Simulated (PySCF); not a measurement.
**H₃Ga, SMILES `[GaH3]` (charge 0, multiplicity 1)**

Computed with r2SCAN-D4/def2-TZVP in PySCF.

| Item | Result |
|---|---|
| HOMO | -7.68 eV |
| dipole moment | 0.001 e·Å |
| LUMO | -2.30 eV |
| HOMO–LUMO gap | 5.38 eV |
| total energy | -1926.6048 Ha |
| cost | about 4 core-seconds (a rough figure) |

Bond lengths (Å): Ga1–H2 1.561, Ga1–H3 1.561, Ga1–H4 1.561. Angles (°): H2–Ga1–H3 120.0, H2–Ga1–H4 120.0, H3–Ga1–H4 120.0.
Charge 0, spin multiplicity 1.
